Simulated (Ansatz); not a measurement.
Isolated molecules relaxed with PBE0-D4/def2-TZVP in Ansatz; ΔE leaves out vibrations. CCSD(T)/CBS adds triple-zeta CCSD(T) − MP2 to the extrapolated MP2 energy (def2 sets, frozen cores). This one scheme is used for every species. Functionals use def2-TZVPP. B3LYP here is the variant with VWN-RPA as its local correlation; programs differ in this. For Ga outer-core shells are correlated without core-valence functions, which leaves a few kJ/mol of doubt a bond. Scalar relativity is left out up to krypton. Each species was taken in one conformer, which may not be the lowest.

Reaction (ligand exchange at the Si–O bond): `S[SiH](Cl)[O][GaH2]` + NH₃ → `N[SiH](S)Cl` + `[OH][GaH2]`

```
             level  ΔE (kJ/mol)  difference from CCSD(T)/CBS
            B97M-V         64.3                          0.3
        r2SCAN0-D4         63.3                         -0.7
      CAM-B3LYP-D4         63.9                         -0.1
              BLYP         54.5                         -9.5
             B3LYP         58.1                         -5.9
             BHLYP         63.7                         -0.3
         CAM-B3LYP         59.1                         -4.9
           LC-ωPBE         55.2                         -8.8
RPA@PBE/def2-TZVPP         66.0                          2.0
      MP2/def2-SVP         62.0                         -2.0
    MP2/def2-TZVPP         65.2                          1.2
SCS-MP2/def2-TZVPP         66.5                          2.5
CCSD(T)/def2-TZVPP         65.9                          1.9
SCS-MP2/def2-QZVPP         65.5                          1.5
      HF/CBS(def2)         72.6                          8.6
    CCSD/CBS(def2)         64.5                          0.5
       CCSD(T)/CBS         64.0                            0
```

Largest T1 diagnostic among the species: 0.015.

In def2-TZVPP, CCSD(T) changes the Hartree–Fock value by −6.0 kJ/mol (the triples alone add −0.5 kJ/mol) and MP2 by −6.7 kJ/mol. The D4 term adds +7.3 kJ/mol with B3LYP and +4.2 kJ/mol with PBE0; it sums over pairs of atoms, weighted by their polarisabilities, and B3LYP, whose exchange is more repulsive, gets the larger term.
